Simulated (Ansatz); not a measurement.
Isolated molecules relaxed with PBE0-D4/def2-TZVP in Ansatz; ΔE leaves out vibrations. CCSD(T)/CBS adds triple-zeta CCSD(T) − MP2 to the extrapolated MP2 energy (def2 sets, frozen cores). This one scheme is used for every species, atoms too. DFT in def2-TZVPP. B3LYP here is the variant with VWN-RPA as its local correlation; programs differ in this. HSE06 is defined as in plane-wave codes. No spin–orbit coupling; open shells (•) take unrestricted orbitals. Spin–orbit coupling would lower the free atoms: a little for C, O; clearly for Br; strongly for Sn. Elements past krypton have def2 core potentials. For Br, Sn outer-core shells are correlated without core-valence functions, so the limit isn't a true one: a few kJ/mol of doubt a bond, and 10 to 20 or more in all where bonds break to atoms. Scalar relativity is left out up to krypton. Each species was taken in one conformer, which may not be the lowest.

`C[O][Sn][Br]` → Br• + C• + 3 H• + O• + Sn•  (atomization)

Question: What is ΔE at CCSD(T)/CBS? (Estimate.)

Answer: Computed: +575.1 kcal/mol.

Question: What do these levels give: PBE0-D4, r2SCANh-D4, HSE06-D4, CAM-B3LYP-D4, B3LYP, SCS-MP2/def2-QZVPP? (Estimate.)

Answer: The calculation gave: PBE0-D4 568.2, r2SCANh-D4 566.2, HSE06-D4 568.6, CAM-B3LYP-D4 569.7, B3LYP 562.8, SCS-MP2/def2-QZVPP 573.4 kcal/mol.

Largest T1 diagnostic among the species: 0.015.

The D4 term adds +6.8 kcal/mol with B3LYP and +3.5 kcal/mol with PBE0; it sums over pairs of atoms, weighted by their polarisabilities, and B3LYP, whose exchange is more repulsive, gets the larger term. From PBE to PBE0 (25 % exact exchange), in def2-TZVPP and without D4, ΔE moves by −16.7 kcal/mol: exact exchange takes away binding that semilocal exchange gives to molecules.

For atomizations the MP2-based limit and the directly extrapolated one differ by several kJ/mol either way, and by 10 to 25 for some Ge, Se and Sn compounds, so smaller differences from it don't rank the levels.
